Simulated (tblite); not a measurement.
Species: C7H11BSi.
Z-matrix (Å and degrees, GFN2-xTB geometry), rows numbered from 1:
```
Si
C   1  1.9111
C   2  1.4922  1  109.63
C   3  1.3726  2  116.15  1   -92.76
C   4  1.4053  3  130.01  2   178.65
C   5  1.3692  4  130.99  3    -0.45
C   6  1.4081  5  129.89  4    -0.55
C   7  1.3657  6  128.39  5     0.49
B   8  1.5180  7  129.55  6     0.44
H   1  1.4664  2  108.14  3  -179.48
H   1  1.4654  2  108.65  3    61.62
H   1  1.4614  2  110.22  3   -58.84
H   2  1.0925  1  108.54  3  -122.13
H   2  1.0892  1  108.54  3   120.79
H   4  1.0891  3  116.56  2    -1.85
H   5  1.0854  4  114.03  3   179.47
H   6  1.0847  5  115.39  4   179.67
H   7  1.0874  6  113.90  5  -179.34
H   8  1.0873  7  113.74  6  -179.69
H   9  1.1788  3  117.79  2     2.38
```

Calculated harmonic vibrations of the isolated species, GFN2-xTB (tblite), most abundant isotopes, no scaling. The method is semi-empirical: single wavenumbers can be off by several per cent or more. Modes of hydrogen on boron and silicon can be 10 to 20 % off. One conformer, not necessarily the lowest.

Harmonic wavenumbers (cm⁻¹): 50.5, 63.0, 112.2, 142.9, 163.3, 321.4, 338.3, 364.6, 412.9, 443.0, 510.7, 527.5, 536.4, 649.5, 693.4, 746.3, 770.1, 772.3, 784.8, 786.7, 805.3, 817.3, 831.2, 849.3, 924.3, 944.3, 957.4, 969.7, 1005.2, 1073.1, 1143.7, 1176.1, 1178.9, 1258.1, 1279.2, 1312.6, 1384.8, 1397.2, 1451.0, 1465.0, 1475.8, 1581.5, 1597.3, 2242.8, 2252.1, 2287.1, 2562.9, 2952.1, 2977.8, 2991.2, 2995.4, 3010.0, 3024.5, 3042.1.

A = 2779, B = 807.8, C = 697.4 MHz; mass 134.072 u (most abundant isotopes); point group C1, symmetry number 1.

Problem. What is the zero-point energy?

Solution. ½Σν̃ = 33203 cm⁻¹ = 397.20 kJ/mol.

Problem. What is S at 200 K and 1 bar for an ideal gas of classical rigid rotors and harmonic oscillators?

Solution. Translation 161.65, rotation 119.32, vibration 74.95: S = 355.9 J/(mol K).

Problem. And Cp and H(200 K) − H(0)?

Solution. Cp = 118.82 J/(mol K), of which vibrations give 85.57 (their classical limit is 54 R = 449.0); H(200 K) − H(0) = 14.84 kJ/mol without the zero-point energy, 8.19 from vibrations.

Problem. Which modes carry the vibrational entropy at 200 K?

Solution. 50.5 cm⁻¹: 16.78; 63.0 cm⁻¹: 14.97; 112.2 cm⁻¹: 10.32; 142.9 cm⁻¹: 8.44; 163.3 cm⁻¹: 7.44; 321.4 cm⁻¹: 2.98 J/(mol K); the other 48 give 14.02 together.

Problem. How do the functions run with temperature in this model?

Solution. 
```
 T (K)  S (J/(mol K))  Cp (J/(mol K))  H − H(0) (kJ/mol)  G − H(0) (kJ/mol)  ln q(vib)
    50          247.8            54.6               2.10             -10.29       0.51
   100          291.7            73.8               5.32             -23.85       1.67
298.15          412.9           170.3              29.02             -94.09       6.57
373.15          455.2           207.0              43.20            -126.65       8.54
   500          523.3           258.7              72.88            -188.76      11.95
   750          642.5           328.3             146.96            -334.90      18.63
  1000          743.4           372.1             234.90            -508.47      24.93
```

q(vib) and H(0) count from the zero-point level.

Hindered rotation and anharmonicity are outside this model. Other conformers, if any are populated, would add a mixing term that is left out. The structure is chiral; the term R ln 2 for an equal mix with its mirror image is left out.

The run took 1.1 s wall on an Intel Xeon Platinum 8488C with one thread (shared host). The figure is for the frequency step alone.
